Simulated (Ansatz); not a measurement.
System: WO$_{2}$Cl, net charge 0, doublet state. SMILES of the parent species: [O]=[W](=[O])[Cl]
Geometry from a B3LYP-D3(BJ)/def2-TZVP (Ansatz, an electronic-structure program) optimisation:
```xyz
4

W      0.1475    -0.0759     0.1802
O      1.6072    -0.7789    -0.3676
O     -0.6210    -1.0850     1.3275
Cl    -1.1064     1.2077    -1.2362
```
Charge 0, spin multiplicity 2.

Quantity: size of the dipole moment, in D. Terms: no spin-orbit coupling; dispersion terms only where a functional's name holds one; open shells spin-unrestricted; def2 sets with scalar-relativistic core potentials past Kr; 6-31G* and kin with 6d, 5d where marked; LANL2DZ with its own core potentials from Na on. First-principles rows: single points at B3LYP-D3(BJ) geometries (Ansatz). The spin state of an ion or metal species was assumed, not searched.

```
level                              program  size of the dipole moment (D)
---------------------------------  -------  -----------------------------
SVWN5/6-31G* with LANL2DZ past Ar   Ansatz                           1.70
PBE/LANL2DZ                         Ansatz                           1.84
PBE/def2-SVP                        Ansatz                           2.05
PBE/6-31G* with LANL2DZ past Ar     Ansatz                           1.61
BLYP/6-31G* with LANL2DZ past Ar    Ansatz                           1.66
B3LYP/6-31G* with LANL2DZ past Ar   Ansatz                           1.85
PBE0/6-31G* with LANL2DZ past Ar    Ansatz                           1.86
```

No value to compare with is used here. The 7 habitual levels span 1.61 (PBE/6-31G* with LANL2DZ past Ar) to 2.05 D (PBE/def2-SVP).

The levels are drawn from those run, B3LYP/6-31G* more often than the rest, none by its result; runs whose electronic state is in doubt are left out.
